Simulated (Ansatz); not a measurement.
Gas-phase electronic energies from Ansatz, PBE0-D4/def2-TZVP geometries. CCSD(T)/CBS is the MP2 limit (def2-TZVPP, def2-QZVPP) plus CCSD(T) − MP2 in def2-TZVPP, frozen cores. DFT in def2-TZVPP. def2 core potentials past Kr. For Sn outer-core shells are correlated without core-valence functions, which leaves a few kJ/mol of doubt a bond. Each species was taken in one conformer, which may not be the lowest.

`CC(C)[CH2][Sn]([Cl])([Cl])[Cl]` + `OCC(F)(F)F` → `FC(F)(F)C[O][Sn]([Cl])([Cl])[Cl]` + `CC(C)C`  (ligand exchange at the Sn–C bond)

| level | ΔE (kJ/mol) |
| --- | --- |
| revPBE | -5.5 |
| BHLYP | -11.1 |

(1) What does CCSD(T)/CBS give? (An estimate is asked.)

Largest T1 diagnostic among the species: 0.012.

## Answers

(1) Computed: -0.1 kJ/mol. The listed levels differ from it by -5.4, -11.0 kJ/mol.

In def2-TZVPP, CCSD(T) changes the Hartree–Fock value by +20.5 kJ/mol (the triples alone add +1.6 kJ/mol) and MP2 by +26.4 kJ/mol. Leaving LDA and LC-ωPBE aside and taking each functional with its dispersion term where it has one, the values, not all of them listed here, spread over 17.7 kJ/mol, from B97M-V to HSE06-D4. LDA lies +11.6 kJ/mol from PBE without D4.

CCSD(T)/CBS has its own doubt, a few kJ/mol and more with outer-core shells, so smaller differences from it don't rank the levels.
